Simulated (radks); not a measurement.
Results of a calculation; reference values are marked as such.
Problem. All-electron atom: Ce I in [Xe] 4f(up 0.75, down 0.25) 5d(up 0.5, down 0.5) 6s2 (fractional occupations, a model configuration). Level of theory: non-relativistic Kohn-Sham, PBEsol, spin-polarised, spherical densities, point nucleus; relativity is left out, which matters for an element this heavy (a radial shooting solver on a logarithmic mesh with Libxc functionals). Some entries of the table are withheld. Estimate them.

| orbital | occ. | eigenvalue (eV) | <r> (bohr) |
|---|---|---|---|
| 1s up | 1 | -38283.71 | 0.02619 |
| 1s down | 1 | -38283.71 | 0.02619 |
| 2s up | 1 | -5953.046 | 0.1121 |
| 2s down | 1 | -5953.043 | 0.1121 |
| 2p up | 3 | -5631.160 | 0.09530 |
| 2p down | 3 | -5631.158 | 0.09530 |
| 3s up | 1 | -1280.600 | 0.2936 |
| 3s down | 1 | -1280.434 | 0.2936 |
| 3p up | 3 | -1141.371 | 0.2835 |
| 3p down | 3 | -1141.218 | 0.2834 |
| 3d up | 5 | -881.8442 | 0.2543 |
| 3d down | 5 | -881.7310 | 0.2543 |
| 4s up | 1 | -257.2656 | 0.6681 |
| 4s down | 1 | -256.8698 | 0.6681 |
| 4p up | 3 | -205.3304 | 0.6883 |
| 4p down | 3 | -204.9330 | 0.6883 |
| 4d up | 5 | -114.2227 | 0.7414 |
| 4d down | 5 | -113.8237 | 0.7415 |
| 5s up | 1 | -37.2891 | 1.587 |
| 5s down | 1 | -37.0781 | 1.590 |
| 5p up | 3 | (1) | 1.782 |
| 5p down | 3 | (2) | 1.786 |
| 4f up | 0.75 | (3) | 1.027 |
| 4f down | 0.25 | (4) | 1.032 |
| 5d up | 0.5 | -3.7488 | 2.804 |
| 5d down | 0.5 | -3.6870 | 2.821 |
| 6s up | 1 | (5) | 4.517 |
| 6s down | 1 | (6) | 4.528 |

Solution. 
(1) 5p up eigenvalue (eV): -23.1397
(2) 5p down eigenvalue (eV): -22.9744
(3) 4f up eigenvalue (eV): -9.1415
(4) 4f down eigenvalue (eV): -8.7837
(5) 6s up eigenvalue (eV): -3.5512
(6) 6s down eigenvalue (eV): -3.5358
